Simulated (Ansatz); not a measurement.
HfO$_{2}$, charge -1, quartet, at a GFN2-xTB geometry of the parent state (such geometries of metal compounds can be far from the true shape) (the multiplicity is a formal guess) (core potentials on Hf) (a gas-phase anion, which may not be bound at this level).

The Ansatz (a program for electronic structure) input:
Ansatz 0.2 input:
```yaml
crystal:
  periodic: [false, false, false]
  atoms:
    - {symbol: Hf, position_ang: [0.07930449, -0.00091257, 0.09359019]}
    - {symbol: O, position_ang: [0.87529993, 0.28197236, -1.46253691]}
    - {symbol: O, position_ang: [-1.58904031, -0.27375928, 0.62022524]}
basis:
  gaussian:
    orbitals: def2-SVP
hamiltonian:
  xc: {name: SVWN5}
total_charge: -1
magnetization: {spin_polarized: true, initial_magnetization: 3}
```

Q: What does this run give for the total energy, number of basis functions?

A: 
```
Quantity                          Value
-------------------------  ------------
total energy               -197.1518 Eh
number of basis functions            60
```

A gas-phase anion may not be bound at this level; its values then depend on the basis.
